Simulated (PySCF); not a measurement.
Compound: C7H10Ge.
SMILES with atom numbers: `[CH2:1]=[C:2]([CH3:3])[C:4]1=[CH:5][CH:6]=[CH:7][GeH2:8]1` (hydrogens: H9, H10 on C1; H11, H12, H13 on C3; H14 on C5; H15 on C6; H16 on C7; H17, H18 on Ge8)

Level: CAM-B3LYP/def2-SVPD in PySCF, non-relativistic, on one gas-phase PBE0-D3(BJ)/def2-SVP geometry that isn't relaxed in the solvent. The solvent is an IEF-PCM continuum (cavity from Bondi-type radii × 1.2), and excitations are vertical TDDFT with non-equilibrium linear response and a frozen core. The model holds no explicit solvent molecules, cavitation or dispersion. Spin–orbit coupling is left out although an atom past zinc is present.

Gas-phase singlets (H = HOMO, L = LUMO):

| state | E (eV) | λ (nm) | f | leading configurations |
| --- | --- | --- | --- | --- |
| S1 | 3.998 | 310 | 0.213 | H→L 95% |
| S2 | 5.292 | 234 | 0.000 | H-2→L 97% |
| S3 | 5.923 | 209 | 0.001 | H→L+1 90% |
| S4 | 5.963 | 208 | 0.004 | H-3→L 82%, H→L+2 8% |
| S5 | 6.009 | 206 | 0.033 | H-1→L 83%, H→L+3 13% |

Question: Give the list for chloroform (ε = 4.711), n² = 2.09.

Answer: 
```tsv
state	E (eV)	λ (nm)	f	leading configurations	change by rank (eV)
S1	3.905	318	0.281	H→L 96%	-0.093
S2	5.258	236	0.000	H-2→L 97%	-0.034
S3	5.902	210	0.001	H→L+1 84%	-0.021
S4	5.921	209	0.008	H-3→L 84%	-0.042
S5	5.977	207	0.123	H-1→L 94%	-0.032
```

Question: What are the lowest 5 singlets in dimethylsulfoxide (ε = 46.83)?

Answer: 
```
state  E (eV)  λ (nm)      f  leading configurations  change by rank (eV)
   S1   3.905     318  0.285                 H→L 96%               -0.093
   S2   5.243     236  0.000               H-2→L 97%               -0.049
   S3   5.891     210  0.000    H→L+1 75%, H-3→L 14%               -0.032
   S4   5.905     210  0.009    H-3→L 76%, H→L+1 15%               -0.058
   S5   5.976     207  0.132               H-1→L 95%               -0.033
```

Question: The ground-state energy changes by -0.106 eV from gas to dimethylsulfoxide. By how much does the total energy of gas-phase S1 change?

Answer: E(S1) = E(S0) + excitation energy, so it changes by -0.106 − 0.093 = -0.199 eV: it is lowered more than the ground state, which is what a red shift means. This is the vertical state, with the slow part of the continuum still set for S0.

Question: How do the frontier levels move from gas to dimethylsulfoxide?

Answer: 
```tsv
orbital	gas (eV)	solvent (eV)	change (eV)
LUMO+2	1.46	1.56	+0.10
LUMO+1	1.13	1.16	+0.03
LUMO	-0.68	-0.67	+0.01
HOMO	-7.37	-7.37	0.00
HOMO-1	-9.43	-9.42	+0.01
HOMO-2	-9.72	-9.66	+0.06
HOMO-3	-10.18	-10.12	+0.06
```

The HOMO–LUMO gap goes from 6.68 to 6.70 eV.

The values belong to the conformer `[CH2:1]=[C:2]([CH3:3])[C:4]1=[CH:5][CH:6]=[CH:7][GeH2:8]1`: C1–C2–C4–C5 180°.
